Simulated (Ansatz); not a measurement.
This geometry of C$_{2}$H$_{8}$S$_{2}$Si (13 atoms, charge 0, multiplicity 1) is a first-order saddle point.

Level of theory: Ansatz, RKS PBE/def2-SVP.

```xyz
13
Properties=species:S:1:pos:R:3
Si -1.943 -0.780 0.506
C -0.359 0.270 0.448
C 0.852 -0.448 -0.182
S 1.494 0.284 -1.746
S 2.106 2.194 -1.176
H -3.082 0.004 1.099
H -2.320 -1.216 -0.886
H -1.720 -2.016 1.339
H -0.120 0.601 1.480
H -0.588 1.200 -0.113
H 1.696 -0.536 0.532
H 0.622 -1.486 -0.515
H 3.382 1.894 -0.771
```

Q: Which two structures does it join? (They come from a converged band through this point; their orientation in space is the band's.)

A: No bond is made or broken. The dihedral Si1–C2–C3–S4 goes from 53 to 179°.

Image 0:

```xyz
13
Properties=species:S:1:pos:R:3
Si -1.806 -0.509 0.046
C -0.221 0.149 0.884
C 1.088 -0.461 0.387
S 1.333 -0.401 -1.440
S 1.234 1.639 -1.880
H -2.980 -0.181 0.933
H -2.050 0.114 -1.298
H -1.732 -2.006 -0.109
H -0.309 -0.019 1.980
H -0.195 1.251 0.742
H 1.975 -0.007 0.878
H 1.129 -1.556 0.582
H 2.555 1.950 -1.690
```

Image 10:

```xyz
13
Properties=species:S:1:pos:R:3
Si -1.756 -0.774 0.871
C -0.577 0.312 -0.157
C 0.669 -0.414 -0.650
S 1.822 0.611 -1.672
S 2.392 2.133 -0.366
H -2.952 0.030 1.305
H -2.233 -1.952 0.062
H -1.054 -1.300 2.096
H -0.275 1.176 0.476
H -1.143 0.734 -1.016
H 1.251 -0.858 0.184
H 0.417 -1.243 -1.349
H 3.459 1.512 0.231
```

Q: How far does it lie above each of them?

A: 0.147 eV above the first and 0.163 eV above the second. This is the barrier of this one path; another mechanism may lie lower.

Run time: 3.9 min on 2 threads of Arm Neoverse V1 (shared host), peak memory 0.17 GiB.
